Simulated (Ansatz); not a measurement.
Ansatz (a quantum-chemistry and plane-wave program) input:

Ansatz 0.2 input:
```yaml
crystal:
  periodic: [false, false, false]
  atoms:
    - {symbol: In, position_ang: [-0.00000000, -0.00000000, -0.03605115]}
    - {symbol: H, position_ang: [0.00000000, 0.00000000, 1.76650620]}
basis:
  gaussian:
    orbitals: def2-TZVP
hamiltonian:
  xc: b3lyp
  dispersion: d3bj
magnetization: {spin_polarized: true, initial_magnetization: 2}
phonons: {temperatures: {t_min: 298.15, t_max: 298.15, t_step: 100}}
```

Problem. Which total energy does the run end on?

Solution. -190.71086 Eh (B3LYP-D3(BJ)/def2-TZVP). The basis has 56 functions.

This is an excited triplet: at this geometry the singlet lies 1.95 eV lower at CCSD(T)/CBS(def2-TZVPPD,def2-QZVPPD).
